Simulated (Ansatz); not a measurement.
# Ligand exchange: GeH2(CH3)(SH) + C2H2S → GeH2(SH)2 + C3H4

Gas-phase species: GeH2(CH3)(SH), singlet; C2H2S (ethynethiol) `C#CS`, singlet; GeH2(SH)2, singlet; C3H4 (propyne) `C#CC`, singlet. The partners trade CH3 for SH: Ge–CH3 and C–SH bonds give way to Ge–SH and C–CH3.

Shapes, held fixed at every level: PBE0-D4/def2-TZVP. Flexible molecules stand in one conformer, not always the lowest. Programs: Ansatz 0.2.0. The zero-point and thermal change to 298 K, harmonic and unscaled (PBE0-D4/def2-TZVP), is +3.5 kJ/mol.

```json
{"level": "HF/def2-TZVPP", "kind": "Hartree–Fock", "ΔH(298 K) (kJ/mol)": "-86.8", "less CCSD(T)/def2-TZVPP": "-13.9"}
{"level": "r2SCAN-D4/def2-TZVPP", "kind": "meta-GGA", "ΔH(298 K) (kJ/mol)": "-75.1", "less CCSD(T)/def2-TZVPP": "-2.2"}
{"level": "BHLYP-D4/def2-TZVPP", "kind": "global hybrid", "ΔH(298 K) (kJ/mol)": "-81.1", "less CCSD(T)/def2-TZVPP": "-8.2"}
{"level": "r2SCAN0-D4/def2-TZVPP", "kind": "global hybrid", "ΔH(298 K) (kJ/mol)": "-77.9", "less CCSD(T)/def2-TZVPP": "-5.0"}
{"level": "wB97M-V/def2-TZVPP", "kind": "range-separated hybrid", "ΔH(298 K) (kJ/mol)": "-76.1", "less CCSD(T)/def2-TZVPP": "-3.2"}
{"level": "CCSD/def2-SVP", "kind": "coupled cluster or CI", "ΔH(298 K) (kJ/mol)": "-81.8", "less CCSD(T)/def2-TZVPP": "-8.9"}
{"level": "CCSD(T)/def2-TZVPP", "kind": "coupled cluster or CI", "ΔH(298 K) (kJ/mol)": "-72.9", "less CCSD(T)/def2-TZVPP": "0.0"}
```

The highest level, CCSD(T)/def2-TZVPP, gives ΔH(298 K) = -72.9 kJ/mol; the levels span -86.8 to -72.9. The column of differences is taken from that level and isn't an error. No measured value is set beside it here. Relativity is left out for Ge. Outer-core shells of Ge are correlated, in sets that cover them unevenly.
